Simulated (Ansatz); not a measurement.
Calculated with Ansatz (gas phase, PBE0-D4/def2-TZVP geometries, no zero-point term in ΔE). CCSD(T)/CBS is the MP2 limit (def2-TZVPP, def2-QZVPP) plus CCSD(T) − MP2 in def2-TZVPP, frozen cores. DFT in def2-TZVPP. B3LYP here is the variant with VWN-RPA as its local correlation; programs differ in this. One conformer a species, not always the lowest.

`N=C(O)C[SiH2]Cl` + `CN[SiH3]` → `CN([SiH3])[SiH2]Cl` + `CC(=N)O`  (ligand exchange at the Si–C bond)

`N=C(O)C[SiH2]Cl`:

Cartesian coordinates in Å:
```
N 0.647 0.840 -1.964
C 0.098 0.834 -0.827
O -1.115 1.402 -0.674
C 0.575 0.233 0.452
Si -0.507 -1.209 0.991
Cl 0.450 -2.162 2.544
H 1.552 0.382 -1.947
H -1.360 1.751 -1.542
H 1.604 -0.116 0.352
H 0.541 0.981 1.250
H -1.825 -0.755 1.482
H -0.660 -2.180 -0.117
```

`CN[SiH3]`:

```xyz
10

C    -0.718    0.705   -0.970
N    -0.554    0.102    0.335
Si    0.902   -0.649    0.843
H    -1.487    1.482   -0.948
H     0.216    1.189   -1.268
H    -0.981   -0.012   -1.759
H    -1.416   -0.231    0.737
H     2.016    0.326    0.694
H     1.295   -1.869    0.071
H     0.727   -1.042    2.265
```

`CN([SiH3])[SiH2]Cl`:

```xyz
13

C     0.400    0.420   -1.399
N    -0.018    0.153   -0.021
Si    1.234    0.167    1.178
Si   -1.606   -0.415    0.242
Cl   -1.864   -2.376   -0.360
H     1.089    1.270   -1.434
H    -0.462    0.674   -2.021
H     0.899   -0.443   -1.852
H     1.896    1.499    1.179
H     0.615   -0.109    2.496
H     2.280   -0.853    0.888
H    -1.908   -0.359    1.687
H    -2.552    0.372   -0.583
```

`CC(=N)O`:

Cartesian coordinates in Å:
```
C -0.272 -1.005 0.040
C 0.163 0.420 -0.054
N -0.329 1.443 0.501
O 1.231 0.554 -0.861
H -0.525 -1.382 -0.954
H 0.548 -1.619 0.419
H -1.135 -1.110 0.695
H -1.126 1.202 1.079
H 1.445 1.497 -0.865
```

(1) Is it downhill or uphill in electronic energy at CCSD(T)/CBS, and by how much? (An estimate is asked.)

(2) What do these levels give: PBE-D4, B3LYP-D4, ωB97X-V, B2PLYP, PBE0, B3LYP, HF/def2-TZVPP, MP2/def2-TZVPP, SCS-MP2/def2-TZVPP, HF/def2-QZVPP, SCS-MP2/def2-QZVPP, MP2/CBS(def2)? (Best estimate.)

Largest T1 diagnostic among the species: 0.013.

## Answers

(1) Computed: Downhill: ΔE = -75.1 kJ/mol.

(2) Ansatz gave: PBE-D4 -67.1, B3LYP-D4 -74.5, ωB97X-V -71.7, B2PLYP -73.0, PBE0 -66.1, B3LYP -69.1, HF/def2-TZVPP -74.9, MP2/def2-TZVPP -76.8, SCS-MP2/def2-TZVPP -76.6, HF/def2-QZVPP -76.0, SCS-MP2/def2-QZVPP -77.1, MP2/CBS(def2) -77.0 kJ/mol.

The D4 term adds −5.4 kJ/mol with B3LYP and −3.0 kJ/mol with PBE0; it sums over pairs of atoms, weighted by their polarisabilities, and B3LYP, whose exchange is more repulsive, gets the larger term.
